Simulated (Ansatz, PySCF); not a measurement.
This PySCF input computes a B3LYP/def2-TZVPD energy:

```python
from pyscf import gto, scf, dft

mol = gto.M(
    atom='''
    Te    0.01008701   -0.00336751    0.56904824
    Cl    1.11314988    1.34634042   -0.88237747
    Cl   -1.14400425   -1.33603980   -0.85824068
    ''',
    basis='def2-tzvpd',
    ecp='def2-tzvp',
    charge=1,
    spin=1,
    verbose=4,
)

mf = dft.UKS(mol, xc='b3lyp').density_fit(auxbasis='def2-universal-jkfit')
mf.grids.level = 3
mf.conv_tol = 1e-9
mf.max_cycle = 100
mf.max_memory = 1500
mf.kernel()
if not mf.converged:
    mf = mf.newton()
    mf.kernel(mf.make_rdm1())
for _ in range(2):
    mo, _, stable, _ = mf.stability(return_status=True)
    if stable:
        break
    mf.kernel(mf.make_rdm1(mo, mf.mo_occ))
mf.analyze()
```

**Question.** Write an input for the same energy in Ansatz (a program for electronic structure) and say what it gives.

**Answer.** 
Ansatz 0.2 input:
```yaml
crystal:
  periodic: [false, false, false]
  atoms:
    - {symbol: Te, position_ang: [0.01008701, -0.00336751, 0.56904824]}
    - {symbol: Cl, position_ang: [1.11314988, 1.34634042, -0.88237747]}
    - {symbol: Cl, position_ang: [-1.14400425, -1.33603980, -0.85824068]}
basis:
  gaussian:
    orbitals: def2-TZVPD
hamiltonian:
  xc: {name: B3LYP}
total_charge: 1
magnetization: {spin_polarized: true, initial_magnetization: 1}
output: {forces: true}
```
It gives -1188.28697 Eh, and PySCF -1188.28701 Eh, a difference of 0.04 mEh, from the treatment of integrals and grids.
